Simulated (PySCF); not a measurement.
H$_{2}$B, doublet, geometry from GFN2-xTB; PBE/cc-pVTZ run with PySCF.

PySCF was given this input:
```python
from pyscf import gto, scf, dft

mol = gto.M(
    atom='''
B     0.002713    0.144076    0.007331
H    -1.049928   -0.341529    0.000979
H     1.036363   -0.378852   -0.037633
''',
    basis='cc-pvtz',
    charge=0,
    spin=1,
    verbose=4,
)

mf = dft.UKS(mol)
mf.xc = 'pbe'
mf.damp = 0.5
mf.diis_start_cycle = 5
mf.kernel()
```

It wrote (shortened):

```
PySCF version 2.14.0

[INPUT] verbose = 4
[INPUT] num. atoms = 3
[INPUT] num. electrons = 7
[INPUT] charge = 0
[INPUT] spin (= nelec alpha-beta = 2S) = 1
[INPUT] symmetry False subgroup None
[INPUT] Mole.unit = angstrom
[INPUT] Symbol           X                Y                Z      unit          X                Y                Z       unit  Magmom
[INPUT]  1 B      0.002713000000   0.144076000000   0.007331000000 AA    0.005126826976   0.272264181123   0.013853582219 Bohr   0.0
[INPUT]  2 H     -1.049928000000  -0.341529000000   0.000979000000 AA   -1.984076370512  -0.645396273597   0.001850041876 Bohr   0.0
[INPUT]  3 H      1.036363000000  -0.378852000000  -0.037633000000 AA    1.958442235633  -0.715926521744  -0.071116063246 Bohr   0.0

nuclear repulsion = 4.81830651138705
number of shells = 21
number of NR pGTOs = 74
number of NR cGTOs = 58
basis = cc-pvtz
ecp = {}

******** <class 'pyscf.dft.uks.UKS'> ********
method = UKS
initial guess = minao
damping factor = 0.5
level_shift factor = 0
DIIS = <class 'pyscf.scf.diis.CDIIS'>
diis_start_cycle = 5
diis_space = 8
diis_damp = 0
SCF conv_tol = 1e-09
SCF conv_tol_grad = None
SCF max_cycles = 50
direct_scf = True
direct_scf_tol = 1e-13
number electrons alpha = 4  beta = 3
XC library pyscf.dft.libxc version 7.1.2
    S. Lehtola, C. Steigemann, M. J. T. Oliveira, and M. A. L. Marques,  SoftwareX 7, 1–5 (2018)
XC functionals = pbe
    J. P. Perdew, K. Burke, and M. Ernzerhof,  Phys. Rev. Lett. 77, 3865 (1996)
    J. P. Perdew, K. Burke, and M. Ernzerhof,  Phys. Rev. Lett. 78, 1396 (1997)
    J. P. Perdew, K. Burke, and M. Ernzerhof,  Phys. Rev. Lett. 77, 3865 (1996)
    J. P. Perdew, K. Burke, and M. Ernzerhof,  Phys. Rev. Lett. 78, 1396 (1997)
radial grids:
    Treutler-Ahlrichs [JCP 102, 346 (1995); DOI:10.1063/1.469408] (M4) radial grids

becke partition: Becke, JCP 88, 2547 (1988); DOI:10.1063/1.454033
pruning grids: <function nwchem_prune>
grids dens level: 3
symmetrized grids: False
atomic radii adjust function: <function treutler_atomic_radii_adjust>
small_rho_cutoff = 0
Set gradient conv threshold to 3.16228e-05
tot grids = 33664
init E= -25.7552308264132

cycle= 1 E= -25.8761505166812  delta_E= -0.121  |g|= 0.0835  |ddm|= 0.75
cycle= 2 E= -25.8805772827167  delta_E= -0.00443  |g|= 0.0329  |ddm|= 0.0529
cycle= 3 E= -25.8812376340708  delta_E= -0.00066  |g|= 0.0151  |ddm|= 0.0234
cycle= 4 E= -25.8813832717033  delta_E= -0.000146  |g|= 0.00755  |ddm|= 0.0117
cycle= 5 E= -25.8814380024066  delta_E= -5.47e-05  |g|= 0.00114  |ddm|= 0.0121
cycle= 6 E= -25.8814394230038  delta_E= -1.42e-06  |g|= 0.000318  |ddm|= 0.00174
cycle= 7 E= -25.881439515772  delta_E= -9.28e-08  |g|= 9.4e-05  |ddm|= 0.000419
cycle= 8 E= -25.8814395255816  delta_E= -9.81e-09  |g|= 2.53e-05  |ddm|= 0.000147
cycle= 9 E= -25.881439526127  delta_E= -5.45e-10  |g|= 5.46e-06  |ddm|= 2.78e-05
Extra cycle  E= -25.8814395261486  delta_E= -2.15e-11  |g|= 3.14e-06  |ddm|= 9.64e-06
converged SCF energy = -25.8814395261486  <S^2> = 0.7517007  2S+1 = 2.0017
```
